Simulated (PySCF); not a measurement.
C₆H₉FOSi.
Structure used (PBE0-D3(BJ)/def2-SVP), in Å, numbered top down from 1:
```
atom  x, y, z in Å
C1    -1.914   -2.833    0.186
C2    -1.407   -1.882   -0.606
Si3   -0.884   -0.226    0.043
C4     0.915    0.031   -0.250
C5     2.102    0.214   -0.458
C6     3.523    0.414   -0.710
F7     3.943    1.657   -0.320
O8    -1.720    0.951   -0.777
C9    -1.478    2.326   -0.659
H10   -2.210   -3.816   -0.198
H11   -2.056   -2.674    1.261
H12   -1.287   -2.092   -1.676
H13   -1.138   -0.148    1.513
H14    4.106   -0.348   -0.162
H15    3.731    0.289   -1.787
H16   -1.742    2.705    0.345
H17   -0.419    2.577   -0.854
H18   -2.098    2.858   -1.397
```

Computed, not measured: PySCF, PBE0-D3(BJ)/def2-SVP geometry optimisation, gas phase.

Masses are those of the commonest isotopes; rigid-rotor values at the optimised geometry. The values belong to one conformer with, in the numbering `[CH2:1]=[CH:2][Si@@H:3]([C:4]#[C:5][CH2:6][F:7])[O:8][CH3:9]`, C1–C2–Si3–C4 119°, C2–Si3–O8–C9 -173°.

Task: What are A, B and C (MHz)?

Result: Ia = 273.87, Ib = 805.17, Ic = 1035.31 u·Å²; 505379 MHz·u·Å²/I gives A = 1845, B = 627.7, C = 488.1 MHz.

Task: Classify the top.

Result: An asymmetric top; Ray's κ = -0.794.

Task: What does the inertial defect say?

Result: Not planar: Δ = Ic − Ia − Ib = -43.73 u·Å². For a rigid frame Δ = −2 Σ m c², so Σ m c² = 21.87 u·Å² lies off the ab plane: 11.12 from hydrogen and 10.74 from heavier atoms. The atom farthest from that plane is 1.81 Å away.

Task: List the rotational levels J(Ka,Kc) to J = 5 (MHz).

Result: Above 0(0,0):
J = 1: 1(0,1) 1116, 1(1,1) 2333, 1(1,0) 2473
J = 2: 2(0,2) 3336, 2(1,2) 4426, 2(1,1) 4844, 2(2,1) 8497, 2(2,0) 8508
J = 3: 3(0,3) 6639, 3(1,3) 7557, 3(1,2) 8393, 3(2,2) 11845, 3(2,1) 11901, 3(3,1) 18288, 3(3,0) 18289
J = 4: 4(0,4) 10993, 4(1,4) 11720, 4(1,3) 13111, 4(2,3) 16299, 4(2,2) 16464, 4(3,2) 22773, 4(3,1) 22777, 4(4,1) 31766, 4(4,0) 31766
J = 5: 5(0,5) 16365, 5(1,5) 16906, 5(1,4) 18983, 5(2,4) 21853, 5(2,3) 22225, 5(3,3) 28385, 5(3,2) 28401, 5(4,2) 37370, 5(4,1) 37370, 5(5,1) 48933, 5(5,0) 48933

Task: Which lines would a microwave search look for?

Result: The dipole components are |μa| = 0.21 D, |μb| = 1.31 D, |μc| = 0.51 D. The squared components, which scale the intensities, stand as 0.03 : 1.00 : 0.15 (a : b : c). Some lines, for components of 0.1 D or more:

```tsv
type	branch	J(Ka,Kc)	MHz	lower level (cm⁻¹)
a	Q	2(1,1) ← 2(1,2)	419	0.148
b	R	2(0,2) ← 1(1,1)	1003	0.078
c	Q	1(1,1) ← 1(0,1)	1218	0.037
b	R	1(1,1) ← 0(0,0)	2333	0.000
c	R	1(1,0) ← 0(0,0)	2473	0.000
c	R	2(1,1) ← 1(0,1)	3728	0.037
b	Q	2(2,1) ← 2(1,2)	4072	0.148
b	R	2(2,1) ← 1(1,0)	6024	0.082
c	R	2(2,0) ← 1(1,0)	6035	0.082
c	R	2(2,1) ← 1(1,1)	6164	0.078
b	R	2(2,0) ← 1(1,1)	6175	0.078
```

Task: Estimate the classical rotational partition function at 10 K, 25 K and 200 K.

Result: Point group C1, symmetry number σ = 1; q = (√π/σ)·√((kT/h)³/(ABC)), k/h = 20836.6 MHz/K: 7090 at 10 K, 28000 at 25 K, 634000 at 200 K.

Stationary, but not proved a minimum. These are rigid-rotor constants of the computed structure; measured ground-state constants (B0) also hold zero-point vibration. A rigid rotor knows nothing of internal rotation, which can split or shift real lines.
